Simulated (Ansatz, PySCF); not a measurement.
C2H6N2OSi, SMILES N1=COC[Si@H]1N. Atoms are numbered in the order given.

```xyz
12

N      2.1203     0.1928     0.6488
Si     0.7221     0.3866    -0.3369
C     -0.8299     0.9490     0.6454
O     -1.7822    -0.1198     0.4185
C     -1.2746    -1.0869    -0.3912
N     -0.1087    -1.0738    -0.8940
H      2.1115    -0.4416     1.4424
H      3.0424     0.2284     0.2254
H      1.1308     1.2674    -1.4603
H     -1.2827     1.8884     0.2909
H     -0.6687     1.0412     1.7317
H     -2.0215    -1.8816    -0.5437
```

Geometry optimised at B3LYP-D3(BJ)/def2-SVP. The structure was generated by enumeration; whether it is a known compound was not checked. Other conformers were not sampled.

Two levels are set side by side: PBE-D3(BJ)/def2-SVP (Ansatz, a quantum-chemistry and plane-wave program) and B3LYP-D3(BJ)/def2-SVP (Ansatz). Each level has its own optimised geometry; the coordinates shown are those of the second. Frequencies come from the Hessian of PySCF at each geometry. Differences are taken from unrounded values.

| quantity | B3LYP-D3(BJ) |
|---|---|
| mean bond length (Å) | 1.359 |
| bond N1–Si2 (Å) | 1.722 |
| bond Si2–C3 (Å) | 1.921 |
| bond Si2–N6 (Å) | 1.770 |
| bond C3–O4 (Å) | 1.449 |
| bond O4–C5 (Å) | 1.360 |
| bond C5–N6 (Å) | 1.270 |
| bond N1–H7 (Å) | 1.016 |
| bond N1–H8 (Å) | 1.015 |
| bond Si2–H9 (Å) | 1.485 |
| bond C3–H10 (Å) | 1.101 |
| bond C3–H11 (Å) | 1.102 |
| bond C5–H12 (Å) | 1.101 |
| highest harmonic wavenumber (cm⁻¹) | 3659 |
| mean harmonic wavenumber (cm⁻¹) | 1294 |
| zero-point energy (kcal/mol) | 55.48 |

What does PBE-D3(BJ) give, and how far is it from B3LYP-D3(BJ)? (The exact figures need the calculation; the answer reports its results.)


```
quantity                            PBE-D3(BJ)  PBE-D3(BJ) minus B3LYP-D3(BJ)
----------------------------------  ----------  -----------------------------
mean bond length (Å)                     1.368                          0.009
bond N1–Si2 (Å)                          1.734                          0.012
bond Si2–C3 (Å)                          1.927                          0.006
bond Si2–N6 (Å)                          1.781                          0.011
bond C3–O4 (Å)                           1.454                          0.004
bond O4–C5 (Å)                           1.369                          0.009
bond C5–N6 (Å)                           1.280                          0.010
bond N1–H7 (Å)                           1.024                          0.008
bond N1–H8 (Å)                           1.023                          0.008
bond Si2–H9 (Å)                          1.499                          0.014
bond C3–H10 (Å)                          1.110                          0.008
bond C3–H11 (Å)                          1.110                          0.008
bond C5–H12 (Å)                          1.110                          0.009
highest harmonic wavenumber (cm⁻¹)        3582                            -77
mean harmonic wavenumber (cm⁻¹)           1257                            -36
zero-point energy (kcal/mol)             53.93                          -1.55
```

Exact exchange shortens and stiffens bonds; PBE has none. Differences between two approximate levels are no errors against the true value.
